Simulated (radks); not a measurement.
Results of a calculation; reference values are marked as such.
Coulomb parameter of the 4f shell of the holmium ion Ho2+ in the model configuration [Xe] 4f10 6p1, as a second difference U = [E(n + 0.25) + E(n - 0.25) - 2 E(n)] / (0.25)^2 with all orbitals relaxed. "Bare": the charge of the atom changes with n. "Screened": the 6p shell takes up the change at fixed total charge, which measures U(4f,4f) + U(6p,6p) - 2 U(4f,6p). Level of theory: scalar-relativistic Kohn-Sham, BLYP, spin-unpolarised, spherical densities, point nucleus (a radial shooting solver on a logarithmic mesh with Libxc functionals).

| case | configuration | E - E(n) (eV) |
|---|---|---|
| start | [Xe] 4f10 6p1 | 0.000 |
| bare +0.25 | [Xe] 4f10.25 6p1 | -6.268 |
| bare -0.25 | [Xe] 4f9.75 6p1 | 7.397 |
| screened +0.25 | [Xe] 4f10.25 6p0.75 | -3.393 |
| screened -0.25 | [Xe] 4f9.75 6p1.25 | 3.957 |

U(bare) = 18.066 eV, U(screened by 6p) = 9.023 eV, against the Slater integral F0(4f,4f) = 32.252 eV with frozen orbitals.
